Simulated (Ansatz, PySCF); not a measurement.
B₂H₄, SMILES B[BH2-], charge -1, multiplicity 2. Atoms are numbered in the order given.

```xyz
6

B      0.0000     0.0000     0.8215
B      0.0000     0.0000    -0.8215
H      0.0000     1.0195     1.5014
H      0.0000    -1.0195     1.5014
H      0.0000     1.0195    -1.5014
H      0.0000    -1.0195    -1.5014
```
Charge -1, spin multiplicity 2.

Geometry: r2SCAN-D4/def2-TZVPD.

Two levels are set side by side: PBE-D3(BJ)/def2-TZVPD (Ansatz, a program for electronic structure) and r2SCAN-D4/def2-TZVPD (Ansatz). Each level has its own optimised geometry; the coordinates shown are those of the second. Frequencies come from the Hessian of PySCF at each geometry. Differences are taken from unrounded values.

```json
[
 {"quantity": "mean bond length (Å)", "r2SCAN-D4": "1.309"},
 {"quantity": "bond B1–B2 (Å)", "r2SCAN-D4": "1.643"},
 {"quantity": "bond B1–H3 (Å)", "r2SCAN-D4": "1.225"},
 {"quantity": "bond B1–H4 (Å)", "r2SCAN-D4": "1.225"},
 {"quantity": "bond B2–H5 (Å)", "r2SCAN-D4": "1.225"},
 {"quantity": "bond B2–H6 (Å)", "r2SCAN-D4": "1.225"},
 {"quantity": "highest harmonic wavenumber (cm⁻¹)", "r2SCAN-D4": "2385"},
 {"quantity": "mean harmonic wavenumber (cm⁻¹)", "r2SCAN-D4": "1341"},
 {"quantity": "zero-point energy (kcal/mol)", "r2SCAN-D4": "23.00"}
]
```

Q: What does PBE-D3(BJ) give, and how far is it from r2SCAN-D4? (An estimate is asked for; the answer gives what the named calculation found.)

A: 
| quantity | PBE-D3(BJ) | PBE-D3(BJ) minus r2SCAN-D4 |
|---|---|---|
| mean bond length (Å) | 1.315 | 0.006 |
| bond B1–B2 (Å) | 1.649 | 0.006 |
| bond B1–H3 (Å) | 1.231 | 0.006 |
| bond B1–H4 (Å) | 1.231 | 0.006 |
| bond B2–H5 (Å) | 1.231 | 0.006 |
| bond B2–H6 (Å) | 1.231 | 0.006 |
| highest harmonic wavenumber (cm⁻¹) | 2353 | -32 |
| mean harmonic wavenumber (cm⁻¹) | 1311 | -29 |
| zero-point energy (kcal/mol) | 22.49 | -0.50 |
